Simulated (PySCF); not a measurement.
From computed data to an observable: refractive index and permittivity of the vapour

C3H5N3, SMILES N#C/N=C\CN.

Geometry optimised at B3LYP-D3(BJ)/def2-SVP. The structure was generated by enumeration; whether it is a known compound was not checked. Other conformers were not sampled.

HF/def2-TZVP (PySCF) gives a mean static polarisability of 53.9 bohr³ and a dipole moment of 5.73 D. Take an ideal gas at 298.15 K and 1 bar, whether or not the substance is that volatile.

Q: Work out n − 1 in the optical limit and the static ε − 1.

A: 
Polarisability volume α' = 53.9 × 0.148185 = 7.99 Å³. Number density N = p/kT = 2.43e-5 Å⁻³.
Dilute limit of Lorentz–Lorenz: n − 1 = 2π N α' = 0.0012.
Orientation term of Debye: μ²/(3kT) = 8.098 Å³ × μ²(D²) = 265.87 Å³.
ε − 1 = 4π N (α' + μ²/3kT) = 0.084. Orientation of the dipole supplies 97 % of the static response; it can't follow optical fields. Vibrational polarisation and dispersion are left out.
